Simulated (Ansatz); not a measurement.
`C#[C][Sn]([F])([F])[F]` + HBr → `[F][Sn]([F])([F])[Br]` + `C#C` at 600 K and 1 bar (ligand exchange at the Sn–C bond).

Calculated with Ansatz (gas phase, PBE0-D4/def2-TZVP geometries, no zero-point term in ΔE). CBS: MP2 limit from def2 TZ/QZ plus the TZ coupled-cluster correction, frozen cores. This one scheme is used for every species. def2 core potentials past Kr. For Br, Sn outer-core shells are correlated without core-valence functions, which leaves a few kJ/mol of doubt a bond. Scalar relativity is left out up to krypton.

| species | CCSD(T)/CBS energy (Eh) | H − E (kJ/mol) | S (J/(mol·K)) |
| --- | --- | --- | --- |
| `C#[C][Sn]([F])([F])[F]` | -590.14096 | 125.4 | 452.8 |
| HBr | -2573.91920 | 33.5 | 219.1 |
| `[F][Sn]([F])([F])[Br]` | -3086.86202 | 68.4 | 426.8 |
| `C#C` | -77.22717 | 96.2 | 235.4 |

H − E and S are ideal-gas, rigid-rotor, harmonic terms from PBE0-D4/def2-TZVP. 1 Eh = 2625.50 kJ/mol, R = 8.31446 J/(mol·K).

Question: By hand: ΔE, ΔH, ΔS and ΔG.

Answer: ΔE = (-3086.86202) + (-77.22717) − (-590.14096) − (-2573.91920) = -0.02903 Eh = -76.2 kJ/mol. Δ(H − E) = 68.4 + 96.2 − 125.4 − 33.5 = 5.7, so ΔH = -70.5 kJ/mol. ΔS = 426.8 + 235.4 − 452.8 − 219.1 = -9.7 J/(mol·K). ΔG = -70.5 − 600 × (-9.7)/1000 = -64.7 kJ/mol.

Question: By hand: the equilibrium constant, and the temperature at which ΔG would vanish if ΔH and ΔS stayed fixed.

Answer: log₁₀ K = −ΔG/(RT ln 10) = 5.6. ΔG = 0 at ΔH/ΔS = 7268 K, far beyond where these terms or the molecules hold.

The number of gas molecules stays the same, so ΔS is small and ΔH decides. A doubt of 5 kJ/mol in ΔE shifts log₁₀ K by 0.4 here. These are equilibria of isolated gas molecules and say nothing of rates. Largest T1 diagnostic: 0.015 (customary marks: 0.02 for closed shells, 0.045 for open ones).
